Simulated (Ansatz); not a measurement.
O3W (SMILES [O]=[W](=[O])=[O]) moved off its minimum; all values from Ansatz (an electronic-structure program), cores frozen in correlated methods. Elements past Kr take the def2 small-core potentials, without spin–orbit coupling.
(charge 0, multiplicity 1)
```xyz
4

W      0.08319     0.12790     0.11987
O      1.10290    -0.72958    -0.92107
O     -0.73823    -1.07243     0.98304
O     -1.22516     0.86023    -0.94448
```

Forces at HF/def2-TZVPP (eV/Å):

```csv
atom,Fx,Fy,Fz
W1,-6.040,-0.522,-5.230
O2,0.020,1.067,0.986
O3,1.034,1.216,0.232
O4,4.986,-1.761,4.012
```

### Question
Give the forces (eV/Å), the total energy and the dipole at CCSD(T)/def2-TZVPPD.

### Answer

```
atom      Fx      Fy      Fz
----  ------  ------  ------
W1    -3.387   3.468  -2.143
O2     1.658  -0.990  -1.357
O3    -0.860  -1.489   1.516
O4     2.590  -0.988   1.984
```
Energy -292.0830 hartree, dipole 6.00 D.

Doubts at one or more of the structures used: a restricted determinant that unrestricted orbitals would lower (CCSD(T)/def2-TZVPPD).
